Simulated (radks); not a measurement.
Problem. K2+, 17 electrons, occupied as [Ne] 3s1 3p6 (not the ground configuration). All-electron calculation, non-relativistic Kohn-Sham, PBE, spin-polarised, spherical densities, point nucleus; open shells are filled with parallel spins first. Program: a radial shooting solver on a logarithmic mesh with Libxc functionals. Some entries of the table are withheld. Estimate them.

orbital,occ.,eigenvalue (Ry),<r^2> (bohr^2)
1s up,1,-259.4490,0.008932
1s down,1,-259.4244,0.008932
2s up,1,-27.56111,0.1800
2s down,1,-27.53621,0.1799
2p up,3,(1),(2)
2p down,3,(3),(4)
3s up,1,-4.20365,1.748
3s down,0,-4.09694,1.772
3p up,3,(5),2.113
3p down,3,(6),2.161

Solution. 
(1) 2p up eigenvalue (Ry): -22.37845
(2) 2p up <r^2> (bohr^2): 0.1528
(3) 2p down eigenvalue (Ry): -22.35277
(4) 2p down <r^2> (bohr^2): 0.1526
(5) 3p up eigenvalue (Ry): -2.96407
(6) 3p down eigenvalue (Ry): -2.86811
